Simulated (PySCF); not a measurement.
F2Sn, SMILES [F][Sn][F], singlet (PBE0/def2-SVP optimised geometry):

```
3

Sn    -0.873    -0.970     0.000
F     -1.077     0.970     0.000
F      1.077    -0.970     0.000
```

Calculation: PBE0/def2-TZVP, def2 effective core potentials past Kr in PySCF.

### Question
What are the frontier orbital energies and the dipole moment?

### Answer
HOMO-2 -10.65 eV, HOMO-1 -10.44 eV, HOMO -8.77 eV, LUMO -2.83 eV, LUMO+1 -0.78 eV; dipole moment 3.87 D.

On the same geometry PySCF with PBE/def2-TZVP, def2 effective core potentials past Kr gives HOMO-2 -8.71 eV, HOMO-1 -8.46 eV, HOMO -7.50 eV, LUMO -3.50 eV, LUMO+1 -1.46 eV; dipole moment 3.62 D.
